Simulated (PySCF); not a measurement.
Problem. What does the PBE0-D3(BJ)/def2-SVP structure of `C[O][GeH2][CH2]Cl` look like in three dimensions?

Solution. 
```
atom  x, y, z in Å
C1    -1.7699    0.4771    0.0461
O2    -1.2007   -0.7880    0.2284
Ge3    0.4502   -1.1208   -0.3411
C4     1.6126    0.3870    0.1493
Cl5    1.4860    0.7376    1.8958
H6    -1.2535    1.2563    0.6382
H7    -1.7782    0.7988   -1.0146
H8    -2.8173    0.4402    0.3856
H9     0.4547   -1.2594   -1.8815
H10    0.8651   -2.4100    0.3735
H11    1.3289    1.2949   -0.4014
H12    2.6632    0.1601   -0.0832
```

Any rigid rotation of these coordinates is as good. Atoms count from 1 in this order. Ge3 (germanium bonded to C, O and 2 H) is distorted tetrahedral (angles from 105.1° to 112.9°). Of the pairs four or more bonds apart, Cl5···H6 is among the closest relative to their van der Waals radii: 3.06 Å, 104 % of the sum of Bondi's values.

Bonds between heavy atoms (Å): C1–O2 1.399, O2–Ge3 1.778, Ge3–C4 1.966, C4–Cl5 1.786.

The calculation used PBE0-D3(BJ)/def2-SVP geometry optimisation, gas phase in PySCF 2.14.0.

Point group: C1 (no symmetry element, even within 0.4 Å). No frequency check. One conformer, not necessarily the lowest (C1–O2–Ge3–C4 44°, O2–Ge3–C4–Cl5 53°).
